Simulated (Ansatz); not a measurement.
`OC#CC[SiH3]` → `C=C=C(O)[SiH3]`  (isomerisation)

Computed with Ansatz on PBE0-D4/def2-TZVP structures; ΔE is electronic, products minus reactants. CCSD(T)/CBS is the MP2 limit (def2-TZVPP, def2-QZVPP) plus CCSD(T) − MP2 in def2-TZVPP, frozen cores. Each species was taken in one conformer, which may not be the lowest.

```csv
species,CCSD(T)/CBS(def2) energy (Eh)
`OC#CC[SiH3]`,-481.92830
`C=C=C(O)[SiH3]`,-481.93954
```

Question: Work out ΔE.

Answer: ΔE = (-481.93954) − (-481.92830) = -0.01124 Eh = -29.5 kJ/mol.

Largest T1 diagnostic among the species: 0.013.

From PBE to PBE0 (25 % exact exchange), in def2-TZVPP and without D4, ΔE moves by +8.5 kJ/mol.
